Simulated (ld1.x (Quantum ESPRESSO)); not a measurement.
Co, TM: configuration errors across variants

Co (Z = 27), norm-conserving Troullier–Martins (Kleinman–Bylander form), made with ld1.x (Quantum ESPRESSO) 7.5 (LDA (PZ), scalar-relativistic). Core [Ar], reference 3d7 4s2 4p0. Waves: 4s (bound): rc 2.10 bohr; 3d (bound): rc 1.75 bohr; 4p (bound, empty): rc 2.80 bohr. Local part: the p channel. Core correction: Bessel-smoothed model core inside 1.70 bohr.

All-electron excitation energies from the reference (eV): (1) 3d7 4s0 4p0 26.380; (2) 3d6 4s0 4p0 62.569; (3) 3d6 4s2 4p1 9.772; (4) 3d7 4s0 4p2 9.145; (5) 3d7 4s1.5 4p0 3.721; (6) 3d8 4s0 4p0 6.705; (7) 3d7 4s2 4p0 spin -1.983; (8) 3d7 4s1 4p0 spin 6.717.

Spin tests fill each open shell by Hund’s rule, majority spin first.

1 further variants failed, have other tests or too few solved ones, and are left out.

A true bound ghost makes a file unfit for plane-wave use even where its test errors are small: the radial tests pick states by their node count and pass the ghost by.

Errors AE − PS in meV (a dash: test not solved or not reliable):

```csv
change,(1),(2),(3),(4),(5),(6),(7),(8),bound ghosts
base,-34,-459,-450,-3.9,-3.0,-310,+756,+745,s
wave 3d (bound): rc 1.75 bohr becomes 3d (bound): rc 1.26 bohr,-50,–,-592,-7.0,–,-429,+923,–,s
wave 3d (bound): rc 1.75 bohr becomes 3d (bound): rc 2.08 bohr,-23,-366,-285,-2.3,-2.5,–,–,+617,s
wave 3d (bound): rc 1.75 bohr becomes 3d (bound): rc 2.34 bohr,-21,-253,-111,-3.0,-2.3,-20,+486,+516,s
wave 3d (bound): rc 1.75 bohr becomes 3d (bound): rc 2.60 bohr,-28,-122,+64,-5.8,-2.3,+130,+382,+433,s
```

(1) Give the same row for: wave 3d (bound): rc 1.75 bohr becomes 3d (bound): rc 1.82 bohr.

Answers

(1) -31, -438, -411, -3.3, -2.9, -277, +718, –; bound ghosts: s.
